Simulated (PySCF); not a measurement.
PySCF input for 5-methylidene-1,3-dioxolan-4-one (C4H4O3), SMILES O1COC(C1=O)=C, PBE-D3(BJ)/def2-SVP. The structure is a stationary point at PBE-D3(BJ)/def2-SVP. Other conformers were not sampled.

```python
import numpy as np
from pyscf import gto, scf, dft, df
from pyscf.hessian import thermo

mol = gto.M(
    atom='''
    C    -1.06451724    1.85894768    0.00000000
    C    -0.58871427    0.59947954   -0.00000000
    O    -1.33494600   -0.54207595   -0.00000000
    C    -0.44184550   -1.65579108   -0.00000000
    O     0.88147067   -1.16125185   -0.00000000
    C     0.85675206    0.22186452   -0.00000000
    O     1.84554155    0.90818060    0.00000000
    H    -0.33575314    2.68001456    0.00000000
    H    -2.14113337    2.07335184    0.00000000
    H    -0.61484679   -2.26959638    0.91239333
    H    -0.61484679   -2.26959638   -0.91239332
    ''',
    basis='def2-SVP',
    charge=0,
    spin=0,
    max_memory=1600,
    verbose=3,
)
mf = dft.RKS(mol, xc='pbe').density_fit(auxbasis='def2-universal-jkfit')
mf.disp = 'd3bj'
mf.grids.level = 3
mf.conv_tol = 1e-11
mf.max_cycle = 100
mf.kernel()

# [left out here: the lines that compute and print the analytic Hessian (its translational invariance restored by hand, since the grid's response is missing), thermochemistry and intensities]
```

It prints:

```
converged SCF energy = -379.788629761854

WARN: DFTD3 does not support analytical Hessian, using finite difference


WARN: Mole.unit (angstrom) is changed to Bohr

Mode                                 0                   1                   2
Irrep
Freq [cm^-1]                      106.7494            160.6909            288.7565
Reduced mass [au]                   2.7875              5.4899              3.0797
Force const [Dyne/A]                0.0187              0.0835              0.1513
Char temp [K]                     153.5886            231.1984            415.4562
Normal mode                   x     y     z       x     y     z       x     y     z
       0   C                -0.00 -0.00  0.09    0.00  0.00  0.08    0.16  0.03  0.00
       1   C                 0.00  0.00 -0.01   -0.00 -0.00 -0.01   -0.03 -0.04 -0.00
       2   O                 0.00  0.00 -0.16   -0.00 -0.00 -0.06   -0.03 -0.04 -0.00
       3   C                -0.00  0.00  0.12    0.00 -0.00 -0.06    0.01 -0.03  0.00
       4   O                 0.00 -0.00 -0.03   -0.00  0.00  0.18    0.01 -0.01 -0.00
       5   C                 0.00  0.00 -0.01   -0.00  0.00 -0.01   -0.04 -0.01 -0.00
       6   O                 0.00  0.00 -0.01   -0.00  0.00 -0.11   -0.11  0.08  0.00
       7   H                -0.00  0.00  0.15    0.00 -0.00  0.11    0.36 -0.14  0.00
       8   H                -0.00 -0.00  0.10    0.00  0.00  0.12    0.21  0.27 -0.00
       9   H                 0.02  0.23  0.29   -0.13 -0.10 -0.15    0.03 -0.03  0.00
      10   H                -0.02 -0.23  0.29    0.13  0.10 -0.15    0.03 -0.03 -0.00
Mode                                 3                   4                   5
Irrep
Freq [cm^-1]                      386.6683            521.4771            626.0322
Reduced mass [au]                   4.3365              4.7456              8.9083
Force const [Dyne/A]                0.3820              0.7604              2.0570
Char temp [K]                     556.3297            750.2894            900.7209
Normal mode                   x     y     z       x     y     z       x     y     z
       0   C                 0.00 -0.00 -0.06   -0.01  0.05  0.00    0.04 -0.12 -0.00
       1   C                 0.00  0.00  0.19   -0.11  0.01  0.00    0.02 -0.09 -0.00
       2   O                 0.00  0.00 -0.05   -0.03 -0.07 -0.00   -0.09 -0.03  0.00
       3   C                -0.00 -0.00 -0.02    0.08 -0.01  0.00   -0.07  0.03 -0.00
       4   O                 0.00 -0.00 -0.03   -0.01  0.10 -0.00   -0.05  0.08  0.00
       5   C                 0.00  0.00  0.12   -0.05  0.06 -0.00    0.07  0.06  0.00
       6   O                -0.00  0.00 -0.08    0.07 -0.11  0.00    0.10  0.06 -0.00
       7   H                -0.00  0.00  0.06    0.16 -0.09  0.00    0.07 -0.15  0.00
       8   H                 0.00 -0.00 -0.40    0.04  0.29 -0.00    0.05 -0.11 -0.00
       9   H                -0.00  0.01 -0.01    0.12 -0.03 -0.00   -0.02  0.01  0.00
      10   H                 0.00 -0.01 -0.01    0.12 -0.03  0.00   -0.02  0.01 -0.00
Mode                                 6                   7                   8
Irrep
Freq [cm^-1]                      687.7809            744.3994            756.5971
Reduced mass [au]                   1.4089              9.6443              3.2977
Force const [Dyne/A]                0.3927              3.1487              1.1122
Char temp [K]                     989.5635           1071.0250           1088.5748
Normal mode                   x     y     z       x     y     z       x     y     z
       0   C                 0.00 -0.00 -0.01    0.01  0.02 -0.00   -0.00  0.00 -0.00
       1   C                 0.00 -0.00  0.13    0.04  0.02 -0.00   -0.00 -0.00 -0.10
       2   O                -0.00  0.00 -0.05    0.14 -0.04  0.00   -0.00  0.00  0.00
       3   C                -0.00  0.00 -0.01   -0.03 -0.11 -0.00    0.00  0.00 -0.00
       4   O                 0.00  0.00  0.02   -0.15  0.02 -0.00    0.00 -0.00 -0.04
       5   C                 0.00 -0.00 -0.07   -0.02  0.07  0.00    0.00 -0.00  0.22
       6   O                -0.00 -0.00  0.02    0.02  0.03 -0.00    0.00  0.00 -0.05
       7   H                -0.00  0.00 -0.72    0.00  0.02 -0.00    0.00 -0.00 -0.26
       8   H                 0.00 -0.00  0.41    0.01  0.02  0.00   -0.00  0.00  0.42
       9   H                 0.01 -0.01 -0.01   -0.05 -0.13 -0.00   -0.01  0.00 -0.00
      10   H                -0.01  0.01 -0.01   -0.05 -0.13  0.00    0.01 -0.00 -0.00
Mode                                 9                  10                  11
Irrep
Freq [cm^-1]                      777.5594            818.2098            883.4023
Reduced mass [au]                   5.5241              1.3942              2.0398
Force const [Dyne/A]                1.9678              0.5499              0.9379
Char temp [K]                    1118.7348           1177.2217           1271.0193
[...]
       7   H                 0.08 -0.14 -0.00    0.04 -0.07  0.00   -0.13  0.19 -0.00
       8   H                 0.01 -0.04 -0.00   -0.01  0.18 -0.00    0.01 -0.17  0.00
       9   H                -0.08  0.02  0.01    0.24  0.00 -0.00   -0.06  0.16 -0.02
      10   H                -0.08  0.02 -0.01    0.24  0.00  0.00   -0.06  0.16  0.02
Mode                                15                  16                  17
Irrep
Freq [cm^-1]                     1101.2717           1161.5332           1297.2745
Reduced mass [au]                   1.4984              1.0438              5.6033
Force const [Dyne/A]                1.0707              0.8297              5.5559
Char temp [K]                    1584.4848           1671.1877           1866.4892
Normal mode                   x     y     z       x     y     z       x     y     z
       0   C                -0.00 -0.00 -0.00    0.00  0.00 -0.00   -0.04 -0.02 -0.00
       1   C                 0.00  0.00  0.01   -0.00 -0.00  0.01    0.18  0.06 -0.00
       2   O                -0.00  0.00  0.04    0.00 -0.00  0.03   -0.06 -0.06 -0.00
       3   C                -0.00 -0.00 -0.16    0.00  0.00  0.01   -0.01  0.05  0.00
       4   O                 0.00  0.00  0.04   -0.00 -0.00 -0.04    0.01 -0.06 -0.00
       5   C                 0.00 -0.00  0.01    0.00 -0.00 -0.01   -0.07  0.10 -0.00
       6   O                -0.00 -0.00 -0.00    0.00  0.00  0.00   -0.02 -0.02 -0.00
       7   H                 0.00 -0.00 -0.03   -0.00  0.00 -0.02    0.03 -0.08 -0.00
       8   H                -0.00  0.00  0.01    0.00 -0.00  0.01    0.01  0.23 -0.00
       9   H                 0.10  0.52  0.20   -0.67  0.16 -0.01    0.14 -0.06 -0.04
      10   H                -0.10 -0.52  0.20    0.67 -0.16 -0.01    0.14 -0.06  0.04
Mode                                18                  19                  20
Irrep
Freq [cm^-1]                     1333.1535           1390.0099           1469.8991
Reduced mass [au]                   1.1601              1.4393              1.0953
Force const [Dyne/A]                1.2148              1.6385              1.3943
Char temp [K]                    1918.1111           1999.9147           2114.8576
Normal mode                   x     y     z       x     y     z       x     y     z
       0   C                 0.01 -0.04 -0.00   -0.03  0.03 -0.00   -0.01  0.01  0.00
       1   C                 0.03 -0.08 -0.00    0.07  0.04 -0.00    0.02  0.00  0.00
       2   O                -0.00  0.01 -0.00   -0.04 -0.06 -0.00    0.00 -0.01  0.00
       3   C                 0.03 -0.01  0.00    0.09 -0.02  0.00   -0.03 -0.07 -0.00
       4   O                 0.00  0.03 -0.00   -0.00  0.04 -0.00   -0.01 -0.01  0.00
       5   C                 0.01 -0.00 -0.00    0.02 -0.03 -0.00   -0.01  0.01  0.00
       6   O                -0.01 -0.01 -0.00   -0.01 -0.00 -0.00    0.00  0.00  0.00
       7   H                -0.47  0.39  0.00    0.20 -0.17 -0.00    0.02 -0.02  0.00
       8   H                 0.13  0.61 -0.00   -0.06 -0.14 -0.00   -0.01 -0.01  0.00
       9   H                -0.20  0.08  0.02   -0.52  0.15  0.00    0.17  0.51  0.40
      10   H                -0.20  0.08 -0.02   -0.52  0.15 -0.00    0.17  0.51 -0.40
Mode                                21                  22                  23
Irrep
Freq [cm^-1]                     1694.4678           1866.1417           2953.7362
Reduced mass [au]                   7.5735             12.8984              1.0562
Force const [Dyne/A]               12.8120             26.4653              5.4291
Char temp [K]                    2437.9618           2684.9625           4249.7687
Normal mode                   x     y     z       x     y     z       x     y     z
       0   C                -0.06  0.15 -0.00    0.00  0.00  0.00    0.00  0.00  0.00
       1   C                 0.07 -0.21 -0.00   -0.02  0.00 -0.00   -0.00 -0.00 -0.00
       2   O                 0.01  0.02 -0.00   -0.00 -0.01  0.00   -0.00  0.00  0.00
       3   C                -0.01  0.01  0.00   -0.01 -0.01 -0.00    0.02  0.06 -0.00
       4   O                 0.00  0.01 -0.00   -0.01  0.00  0.00    0.00  0.00  0.00
       5   C                -0.01  0.02 -0.00    0.20  0.12  0.00   -0.00 -0.00  0.00
       6   O                -0.00 -0.01 -0.00   -0.12 -0.08  0.00    0.00  0.00  0.00
       7   H                 0.15 -0.00 -0.00    0.01 -0.00  0.00    0.00  0.00  0.00
       8   H                -0.14 -0.08 -0.00   -0.00 -0.02  0.00   -0.00  0.00  0.00
       9   H                 0.04 -0.02 -0.02    0.01 -0.00  0.01   -0.10 -0.36  0.57
      10   H                 0.04 -0.02  0.02    0.01 -0.00 -0.01   -0.10 -0.36 -0.57
Mode                                24                  25                  26
Irrep
Freq [cm^-1]                     3007.9288           3113.2718           3227.3310
Reduced mass [au]                   1.1178              1.0592              1.1205
Force const [Dyne/A]                5.9587              6.0488              6.8760
Char temp [K]                    4327.7398           4479.3049           4643.4108
Normal mode                   x     y     z       x     y     z       x     y     z
       0   C                -0.00 -0.00 -0.00    0.02 -0.06  0.00    0.09  0.03  0.00
       1   C                 0.00  0.00 -0.00   -0.00  0.01  0.00    0.00  0.00  0.00
       2   O                 0.00 -0.00  0.00    0.00  0.00 -0.00   -0.00 -0.00 -0.00
       3   C                -0.00 -0.00 -0.09    0.00 -0.00 -0.00   -0.00 -0.00  0.00
       4   O                -0.00 -0.00  0.00   -0.00 -0.00 -0.00   -0.00  0.00 -0.00
       5   C                 0.00  0.00 -0.00   -0.00 -0.00 -0.00   -0.00  0.00 -0.00
       6   O                -0.00 -0.00 -0.00    0.00  0.00  0.00   -0.00 -0.00  0.00
       7   H                -0.00 -0.00 -0.00    0.46  0.51 -0.00   -0.43 -0.50 -0.00
       8   H                 0.00 -0.00  0.00   -0.67  0.13 -0.00   -0.65  0.14 -0.00
       9   H                -0.10 -0.36  0.55   -0.00  0.00 -0.00    0.00 -0.00  0.00
      10   H                 0.10  0.36  0.55   -0.00  0.00  0.00    0.00 -0.00 -0.00
temperature 298.1500 [K]
pressure 101325.00 [Pa]
Rotational constants [GHz] 3.86186 3.53416 1.86827
Symmetry number 1
Zero-point energy (ZPE) 0.07640 [Eh]   200584.942 [J/mol]
                           tot       elec      trans        rot        vib
Entropy [J/mol/K]       325.753      0.000    166.189    112.698     46.865
Cv [J/mol/K]             89.301      0.000     12.472     12.472     64.358
Cp [J/mol/K]             97.616      0.000     20.786     12.472     64.358
Internal energy [J/mol]                      3718.434   3718.434 208864.152
Internal energy [Eh]   -379.70625  -379.78863
Enthalpy [J/mol]                             6197.391   3718.434 208864.152
Enthalpy [Eh]          -379.70530
Gibbs free energy [J/mol]                  -43351.913 -29882.601 194891.207
Gibbs free energy [Eh] -379.74229
mode   freq/cm-1   IR/(km/mol)
   1      106.75         7.785
   2      160.69         0.055
   3      288.76         3.417
   4      386.67         1.867
   5      521.48         0.873
   6      626.03         1.226
   7      687.78         3.006
   8      744.40         1.482
   9      756.60        13.003
  10      777.56         4.835
  11      818.21        42.830
  12      883.40         9.503
  13      986.09        38.914
  14     1079.01       113.404
  15     1095.74       133.088
  16     1101.27         7.534
  17     1161.53         0.039
  18     1297.27       398.002
  19     1333.15         0.102
  20     1390.01        11.030
  21     1469.90         0.733
  22     1694.47        58.782
  23     1866.14       273.863
  24     2953.74        80.724
  25     3007.93        28.866
  26     3113.27         3.429
  27     3227.33         0.750
max |gradient| / (hartree/bohr): 0.0001376811755166773
APT charges: [-0.2257  0.2774 -0.6624  0.8561 -0.7596  1.1115 -0.6495  0.085   0.0764
 -0.0547 -0.0547]
```

The run converged.

Cost: roughly 80 core-seconds.
